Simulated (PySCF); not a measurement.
## Ionisation energy of Cu by level of theory

Cu [Ar] 3d10 4s1 (2S) → Cu⁺ [Ar] 3d10 (1S), as a difference of total energies. All numbers are calculated (PySCF 2.14, scalar relativity by spin-free X2C-1e, in cc-pVTZ-DK (7s6p4d2f1g, 68 functions)). Correlated levels: valence: [Ar] frozen. The calculations carry no spin-orbit coupling.

```json
{"method": "UHF", "ionisation energy (eV)": "6.574"}
{"method": "MN15", "ionisation energy (eV)": "7.811"}
{"method": "LDA", "ionisation energy (eV)": "8.560"}
{"method": "MP2 (valence)", "ionisation energy (eV)": "7.475"}
{"method": "SCS-MP2 (valence)", "ionisation energy (eV)": "7.326"}
```

**Question.** How much does correlation contribute at MP2 (valence)?

**Answer.** 7.475 − (6.574) = 0.901 eV, measured against UHF.

Errors of the correlated levels include the incompleteness of this basis and the frozen core.

For comparison: 7.726 eV (measured; NIST Atomic Spectra Database, ionization energies).
